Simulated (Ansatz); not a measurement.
Relaxation of BrH₈NSi₂ (12 atoms, charge 0, multiplicity 1), to a largest force component of 0.03 eV/Å in at most 50 steps.

These are results of RHF/def2-SVP (Ansatz), not measurements.

```xyz
12
Properties=species:S:1:pos:R:3
Si -0.547 0.169 -0.436
Si -0.232 -0.235 2.969
H -0.595 -0.671 4.339
H 1.009 -0.933 2.561
H -0.014 1.225 2.969
H 0.461 0.604 0.530
H -0.281 0.747 -1.764
N -0.604 -1.522 -0.614
H -0.742 -2.160 0.147
H -0.911 -1.910 -1.485
Br -2.525 1.124 0.233
H -1.337 -0.568 2.065
```

Where does it end, and by what steps?

The forces met the threshold. The force dipped under the threshold on the way, but the program's further checks kept it going. After 15 steps the energy has fallen by 0.375 eV; H4 moved furthest, 1.09 Å.

```json
{"step": "0", "energy less start (eV)": "0.0000", "largest force component (eV/Å)": "0.803", "accepted": "yes"}
{"step": "1", "energy less start (eV)": "-0.2153", "largest force component (eV/Å)": "0.174", "accepted": "yes"}
{"step": "2", "energy less start (eV)": "-0.2816", "largest force component (eV/Å)": "0.198", "accepted": "yes"}
{"step": "3", "energy less start (eV)": "-0.3434", "largest force component (eV/Å)": "0.179", "accepted": "yes"}
{"step": "4", "energy less start (eV)": "-0.3626", "largest force component (eV/Å)": "0.190", "accepted": "yes"}
{"step": "5", "energy less start (eV)": "-0.1690", "largest force component (eV/Å)": "1.471", "accepted": "no"}
{"step": "6", "energy less start (eV)": "-0.3679", "largest force component (eV/Å)": "0.011", "accepted": "yes"}
{"step": "7", "energy less start (eV)": "-0.3703", "largest force component (eV/Å)": "0.047", "accepted": "yes"}
{"step": "8", "energy less start (eV)": "-0.3713", "largest force component (eV/Å)": "0.008", "accepted": "yes"}
{"step": "9", "energy less start (eV)": "-0.3729", "largest force component (eV/Å)": "0.045", "accepted": "yes"}
{"step": "10", "energy less start (eV)": "-0.3732", "largest force component (eV/Å)": "0.060", "accepted": "yes"}
{"step": "11", "energy less start (eV)": "-0.3737", "largest force component (eV/Å)": "0.040", "accepted": "yes"}
{"step": "12", "energy less start (eV)": "-0.3739", "largest force component (eV/Å)": "0.023", "accepted": "yes"}
{"step": "13", "energy less start (eV)": "-0.3743", "largest force component (eV/Å)": "0.039", "accepted": "yes"}
{"step": "14", "energy less start (eV)": "-0.3745", "largest force component (eV/Å)": "0.034", "accepted": "yes"}
{"step": "15", "energy less start (eV)": "-0.3746", "largest force component (eV/Å)": "0.027", "accepted": "yes"}
```

```xyz
12
Properties=species:S:1:pos:R:3
Si -0.641 0.245 -1.129
Si -0.054 -0.344 3.791
H -0.507 -0.854 5.106
H 1.362 -0.727 3.574
H -0.182 1.130 3.752
H 0.318 0.695 -0.108
H -0.254 0.640 -2.491
N -0.793 -1.453 -1.053
H -0.876 -1.924 -0.173
H -1.249 -1.965 -1.784
Br -2.554 1.369 -0.692
H -0.889 -0.942 2.720
```

Whether the end is a true minimum wasn't checked by a vibrational analysis.

The run took 34 s on 2 threads of Arm Neoverse V1, with other jobs on the host, peak memory 0.3 GiB.
